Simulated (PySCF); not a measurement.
CH₅FO₂Si₂, SMILES O=C(O)[Si@@H](F)[SiH3].

Coordinates come from a PBE0-D3(BJ)/def2-SVP optimisation. The structure was generated by enumeration; whether it is a known compound was not checked. Other conformers were not sampled.

These are PBE0-D3(BJ)/def2-SVP run with PySCF values and carry that method's errors.

Frequencies are harmonic and unscaled.

| mode | ν (cm⁻¹) | IR (km/mol) | moving atoms (share of kinetic energy) |
|---|---|---|---|
| 1 | 35 | 2.4 | O 77 %, Si 10 % |
| 2 | 80 | 0.7 | H 40 %, Si 26 %, O 22 %, F 10 % |
| 3 | 97 | 0.6 | H 67 %, O 16 %, Si 13 % |
| 4 | 145 | 8.1 | F 42 %, O 34 %, Si 11 %, H 9 % |
| 5 | 170 | 8.3 | F 40 %, Si 39 %, H 16 % |
| 6 | 297 | 6.5 | O 44 %, F 21 %, C 15 %, Si 15 % |
| 7 | 383 | 25.1 | Si 52 %, O 26 %, H 14 % |
| 8 | 431 | 12.6 | H 66 %, C 25 % |
| 9 | 468 | 52.1 | Si 49 %, H 32 %, O 14 % |
| 10 | 520 | 24.2 | H 62 %, Si 30 % |
| 11 | 570 | 24.6 | H 59 %, Si 23 %, C 16 % |
| 12 | 702 | 175.6 | H 60 %, O 27 %, C 12 % |
| 13 | 729 | 67.5 | H 41 %, O 29 %, C 20 %, Si 9 % |
| 14 | 777 | 140.6 | H 63 %, C 19 %, Si 10 % |
| 15 | 811 | 19.7 | H 81 %, F 13 % |
| 16 | 863 | 135.4 | H 77 %, Si 14 % |
| 17 | 903 | 46.0 | Si 35 %, F 35 %, H 29 % |
| 18 | 926 | 44.4 | H 97 % |
| 19 | 934 | 83.3 | H 86 %, Si 9 % |
| 20 | 1195 | 209.8 | O 47 %, H 42 %, C 10 % |
| 21 | 1365 | 72.4 | C 58 %, H 26 %, O 15 % |
| 22 | 1836 | 220.5 | C 60 %, O 38 % |
| 23 | 2230 | 51.5 | H 99 % |
| 24 | 2243 | 43.4 | H 96 % |
| 25 | 2248 | 49.7 | H 96 % |
| 26 | 2255 | 123.1 | H 96 % |
| 27 | 3732 | 61.7 | H 94 % |
